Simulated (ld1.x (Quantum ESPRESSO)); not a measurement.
# Be: TM pseudisation with LDA (PZ), scalar-relativistic reference atom.

Input for ld1.x (Quantum ESPRESSO) 7.5:

```
&input
   title='Be', zed=4., rel=1, dft='PZ', iswitch=3,
   config='[He] 2s2 2p0',
   nld=2, rlderiv=4.55, eminld=-2.0, emaxld=5.0, deld=0.02
 /
 &inputp
   pseudotype=2, tm=.true., lloc=-2, rcloc=1.20,
   nlcc=.false.,
   file_pseudopw='Be.UPF', file_wfcaegen='ae.wfc', file_wfcncgen='nc.wfc', file_beta='beta', file_chi='chi'
 /
2
2S  1  0   2.00   0.00  1.60  1.60  0.0
2P  2  1   0.00   0.00  4.20  4.20  0.0
 &test
   configts(1)='2s2 2p0'
 /
```

Command:

```bash
ld1.x < Be.in > Be.out
```

Output (shortened: banner, matrices, multipoles, cross overlaps and the repeated all-electron block are left out):

```
Program LD1 v.7.5
     --------------------------- All-electron run ----------------------------

     Be
     scalar relativistic calculation

     atomic number is  4.00
     dft =PZ   lsd =0 sic =0 latt =0  beta=0.20 tr2=1.0E-14
     Exchange-correlation= PZ
                           (   1   1   0   0   0   0   0)
     mesh =1041 r(mesh) = 100.85720 a.u. xmin = -7.00 dx = 0.01250
     1 Ry =  13.60569312 eV, c = 137.03599908

     n l     nl                  e(Ry)          e(Ha)          e(eV)
     1 0     1S 1( 2.00)        -7.7125        -3.8562      -104.9335
     2 0     2S 1( 2.00)        -0.4121        -0.2060        -5.6064
     2 1     2P 1( 0.00)        -0.1547        -0.0774        -2.1049

     final scf error:  7.2E-15 reached in  16 iterations

     Etot =     -28.897989 Ry,     -14.448994 Ha,    -393.177164 eV

     Ekin =      28.634098 Ry,      14.317049 Ha,     389.586755 eV
     Encl =     -66.736988 Ry,     -33.368494 Ha,    -908.002985 eV
     Eh   =      14.233804 Ry,       7.116902 Ha,     193.660766 eV
     Exc  =      -5.028902 Ry,      -2.514451 Ha,     -68.421700 eV

     normalization and overlap integrals

     s(1S/1S) =  1.000000  <r> =   0.4250  <r2> =    0.2465  r(max) =   0.2695
     s(2S/2S) =  1.000000  <r> =   2.6188  <r2> =    8.2506  r(max) =   2.0415
     s(2P/2P) =  1.000000  <r> =   3.1841  <r2> =   12.9147  r(max) =   2.2846

     ------------------------ End of All-electron run ------------------------

     --------------------- Generating NC pseudopotential ---------------------

      Generating local potential from pseudized AE potential:
      Matching radius rcloc =   1.2000
      Enforcing V''(0)=0 (lloc=-2)

      Local pseudo, rcloc= 1.208 Estimated cut-off energy=    20.65 Ry

      Wfc   2S  rcut= 1.590  Using Troullier-Martins method

      Wfc   2P  rcut= 4.215  Using Troullier-Martins method

     ------------------- End of pseudopotential generation -------------------

     Computing logarithmic derivative in   4.57211
     Computing logarithmic derivative in   4.57211
     Computing the partial wave expansion
     R is outside the sphere for l=    0 j= 0.00
     R is outside the sphere for l=    1 j= 0.00

     ---------------------- Testing the pseudopotential ----------------------

     Be
     scalar relativistic calculation

     atomic number is  4.00   valence charge is  2.00
     dft =PZ   lsd =0 sic =0 latt =0  beta=0.20 tr2=1.0E-14
     mesh =1041 r(mesh) = 100.85720 xmin = -7.00 dx = 0.01250

     n l     nl             e AE (Ry)        e PS (Ry)    De AE-PS (Ry)
     1 0     2S   1( 2.00)       -0.41206       -0.41206        0.00000
     2 1     2P   1( 0.00)       -0.15470       -0.15470       -0.00000

     eps = 3.5E-15  iter =  3

     Etot =     -28.897989 Ry,     -14.448994 Ha,    -393.177164 eV
     Etotps =    -1.986754 Ry,      -0.993377 Ha,     -27.031160 eV

     Ekin =       0.624823 Ry,       0.312412 Ha,       8.501152 eV
     Encl =      -3.706575 Ry,      -1.853287 Ha,     -50.430517 eV
     Ehrt =       1.384984 Ry,       0.692492 Ha,      18.843662 eV
     Ecxc =      -0.738305 Ry,      -0.369152 Ha,     -10.045149 eV
     Epseu=       0.448319 Ry,       0.224160 Ha,       6.099693 eV

     ---------------------- End of pseudopotential test ----------------------
```

Generation and configuration tests took about 0.47 s on one core of a shared server CPU.
